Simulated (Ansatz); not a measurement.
BeH2 (SMILES [BeH2]) moved off its minimum; all values from Ansatz (a first-principles code), cores frozen in correlated methods.
(charge 0, multiplicity 1)
```xyz
3

Be    -0.0532    -0.0110    -0.0320
H     -0.0258    -0.0697     1.4452
H      0.0236    -0.0263    -1.3494
```

Forces at MP2/aug-cc-pVTZ (eV/Å):

```
atom      Fx      Fy      Fz
----  ------  ------  ------
Be1    0.171  -0.166   1.876
H2    -0.102   0.115  -1.729
H3    -0.070   0.051  -0.146
```

### Question
Give the forces (eV/Å), the total energy and the dipole at CCSD(T)/aug-cc-pVTZ.

### Answer

| atom | Fx | Fy | Fz |
|---|---|---|---|
| Be1 | 0.163 | -0.159 | 1.838 |
| H2 | -0.099 | 0.110 | -1.630 |
| H3 | -0.064 | 0.049 | -0.208 |
Energy -15.8443 hartree, dipole 0.34 D.
